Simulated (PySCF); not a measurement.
PySCF job for Zn(Cl)(Me) (CH₃ClZn), SMILES [Zn]([Cl])[CH3], B3LYP-D3(BJ)/def2-TZVP. Geometry: B3LYP-D3(BJ)/def2-TZVP.

```python
import numpy as np
from pyscf import gto, scf, dft, df
from pyscf.hessian import thermo

mol = gto.M(
    atom='''
    Zn    0.00000000   -0.00000000    0.31340416
    Cl   -0.00000000    0.00000000   -1.81136297
    C    -0.00000001    0.00000000    2.25219663
    H     0.88672606    0.51195153    2.62595533
    H    -0.00000001   -1.02390307    2.62595533
    H    -0.88672607    0.51195154    2.62595533
    ''',
    basis='def2-TZVP',
    charge=0,
    spin=0,
    max_memory=1600,
    verbose=3,
)
mf = dft.RKS(mol, xc='b3lyp').density_fit(auxbasis='def2-universal-jkfit')
mf.disp = 'd3bj'
mf.grids.level = 3
mf.conv_tol = 1e-11
mf.max_cycle = 100
mf.kernel()

# [left out here: the lines that compute and print the analytic Hessian (its translational invariance restored by hand, since the grid's response is missing), thermochemistry and intensities]
```

Output:

```
converged SCF energy = -2279.67053689231

WARN: DFTD3 does not support analytical Hessian, using finite difference


WARN: Mole.unit (angstrom) is changed to Bohr

Mode                                 0                   1                   2
Irrep
Freq [cm^-1]                      119.3917            119.4071            380.1180
Reduced mass [au]                   4.8010              4.8012             14.7871
Force const [Dyne/A]                0.0403              0.0403              1.2588
Char temp [K]                     171.7781            171.8002            546.9052
Normal mode                   x     y     z       x     y     z       x     y     z
       0  Zn                -0.02  0.07  0.00   -0.07 -0.02 -0.00   -0.00 -0.00  0.05
       1  Cl                 0.02 -0.07 -0.00    0.07  0.02  0.00    0.00  0.00 -0.14
       2   C                 0.05 -0.14  0.00    0.14  0.05 -0.00   -0.00  0.00  0.11
       3   H                 0.06 -0.20  0.04    0.20  0.06 -0.16    0.00  0.00  0.11
       4   H                 0.06 -0.20 -0.15    0.20  0.06  0.05    0.00 -0.00  0.11
       5   H                 0.06 -0.20  0.12    0.20  0.06  0.11   -0.00  0.00  0.11
Mode                                 3                   4                   5
Irrep
Freq [cm^-1]                      579.2407            722.3254            722.3345
Reduced mass [au]                   5.2725              1.2011              1.2011
Force const [Dyne/A]                1.0423              0.3692              0.3692
Char temp [K]                     833.3984           1039.2654           1039.2785
Normal mode                   x     y     z       x     y     z       x     y     z
       0  Zn                -0.00  0.00  0.07    0.00  0.01  0.00   -0.01  0.00 -0.00
       1  Cl                 0.00 -0.00 -0.03   -0.00 -0.00 -0.00    0.00 -0.00 -0.00
       2   C                 0.00 -0.00 -0.21   -0.02 -0.11 -0.00    0.11 -0.02  0.00
       3   H                 0.00  0.00 -0.22   -0.01  0.21 -0.43   -0.17  0.07  0.53
       4   H                -0.00 -0.00 -0.22    0.04  0.15  0.68   -0.23  0.02  0.10
       5   H                -0.00  0.00 -0.22    0.06  0.22 -0.25   -0.16 -0.00 -0.64
Mode                                 6                   7                   8
Irrep
Freq [cm^-1]                     1211.5271           1458.2917           1458.2952
Reduced mass [au]                   1.2028              1.0564              1.0564
Force const [Dyne/A]                1.0401              1.3236              1.3236
Char temp [K]                    1743.1178           2098.1571           2098.1621
Normal mode                   x     y     z       x     y     z       x     y     z
       0  Zn                 0.00  0.00  0.00   -0.00  0.00  0.00    0.00  0.00 -0.00
       1  Cl                -0.00 -0.00 -0.00    0.00 -0.00  0.00   -0.00 -0.00 -0.00
       2   C                 0.00  0.00 -0.12   -0.02  0.06  0.00    0.06  0.02  0.00
       3   H                -0.17 -0.10  0.48    0.37 -0.61 -0.04    0.08  0.15 -0.30
       4   H                 0.00  0.20  0.48    0.28  0.14  0.28   -0.66  0.06  0.12
       5   H                 0.17 -0.10  0.48   -0.32 -0.32 -0.24   -0.21 -0.54  0.18
Mode                                 9                  10                  11
Irrep
Freq [cm^-1]                     3042.9604           3123.9545           3123.9626
Reduced mass [au]                   1.0305              1.1017              1.1017
Force const [Dyne/A]                5.6221              6.3345              6.3345
Char temp [K]                    4378.1424           4494.6750           4494.6866
Normal mode                   x     y     z       x     y     z       x     y     z
       0  Zn                -0.00 -0.00  0.00   -0.00 -0.00  0.00   -0.00  0.00 -0.00
       1  Cl                 0.00  0.00 -0.00   -0.00 -0.00 -0.00   -0.00  0.00  0.00
       2   C                 0.00 -0.00 -0.04   -0.07 -0.06  0.00   -0.06  0.07 -0.00
       3   H                 0.47  0.27  0.18    0.62  0.36  0.27    0.09  0.08  0.04
       4   H                -0.00 -0.54  0.18   -0.02  0.46 -0.17   -0.01 -0.56  0.21
       5   H                -0.47  0.27  0.18    0.21 -0.15 -0.10    0.59 -0.33 -0.25
temperature 298.1500 [K]
pressure 101325.00 [Pa]
Rotational constants [GHz] 159.41079 2.46000 2.46000
Symmetry number 3
Zero-point energy (ZPE) 0.03659 [Eh]   96070.952 [J/mol]
                           tot       elec      trans        rot        vib
Entropy [J/mol/K]       291.516      0.000    168.017     88.460     35.039
Cv [J/mol/K]             60.090      0.000     12.472     12.472     35.147
Cp [J/mol/K]             68.404      0.000     20.786     12.472     35.147
Internal energy [J/mol]                      3718.434   3718.434 101671.033
Internal energy [Eh]   -2279.62898  -2279.67054
Enthalpy [J/mol]                             6197.391   3718.434 101671.033
Enthalpy [Eh]          -2279.62804
Gibbs free energy [J/mol]                  -43896.759 -22655.954  91224.113
Gibbs free energy [Eh] -2279.66114
mode   freq/cm-1   IR/(km/mol)
   1      119.39         4.822
   2      119.41         4.822
   3      380.12        29.711
   4      579.24        30.199
   5      722.33        31.455
   6      722.33        31.459
   7     1211.53         0.404
   8     1458.29         0.813
   9     1458.30         0.812
  10     3042.96        10.402
  11     3123.95         5.689
  12     3123.96         5.689
max |gradient| / (hartree/bohr): 6.501096115185437e-05
APT charges: [ 0.8217 -0.5841 -0.2056 -0.0106 -0.0106 -0.0106]
```

Self-consistency was reached.
